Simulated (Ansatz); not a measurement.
Computed with Ansatz on PBE0-D4/def2-TZVP structures; ΔE is electronic, products minus reactants. CCSD(T)/CBS is the MP2 limit (def2-TZVPP, def2-QZVPP) plus CCSD(T) − MP2 in def2-TZVPP, frozen cores. This one scheme is used for every species. Functionals use def2-TZVPP. B3LYP here is the variant with VWN-RPA as its local correlation; programs differ in this. HSE06 is defined as in plane-wave codes. Elements past krypton have def2 core potentials. For Te outer-core shells are correlated without core-valence functions, which leaves a few kJ/mol of doubt a bond. Each species was taken in one conformer, which may not be the lowest.

`C[SiH](C)[TeH]` + `N[SiH3]` → `N[SiH2][TeH]` + `C[SiH2]C`  (formal exchange of groups at a Te–Si bond)

| level | ΔE (kJ/mol) | difference from CCSD(T)/CBS |
| --- | --- | --- |
| LDA (SPW92) | -6.8 | -6.5 |
| revPBE-D4 | -4.3 | -4.0 |
| B97M-V | -4.4 | -4.1 |
| B3LYP-D4 | -3.0 | -2.7 |
| ωB97M-V | -2.2 | -1.9 |
| PBE | -7.9 | -7.6 |
| HSE06 | -5.9 | -5.6 |
| RPA@PBE/def2-TZVPP | -0.2 | 0.1 |
| MP2/def2-SVP | -0.7 | -0.4 |
| CCSD(T)/def2-TZVPP | -0.9 | -0.6 |
| CCSD(T)/CBS | -0.3 | 0 |

Largest T1 diagnostic among the species: 0.011.

Leaving LDA and LC-ωPBE aside and taking each functional with its dispersion term where it has one, the values, not all of them listed here, spread over 4.5 kJ/mol, from PBE-D4 to BHLYP-D4. From BLYP to BHLYP (50 % exact exchange), in def2-TZVPP and without D4, ΔE moves by +4.2 kJ/mol. The D4 term adds +4.0 kJ/mol with B3LYP and +2.3 kJ/mol with PBE0; it sums over pairs of atoms, weighted by their polarisabilities, and B3LYP, whose exchange is more repulsive, gets the larger term.

CCSD(T)/CBS has its own doubt, a few kJ/mol and more with outer-core shells, so smaller differences from it don't rank the levels.
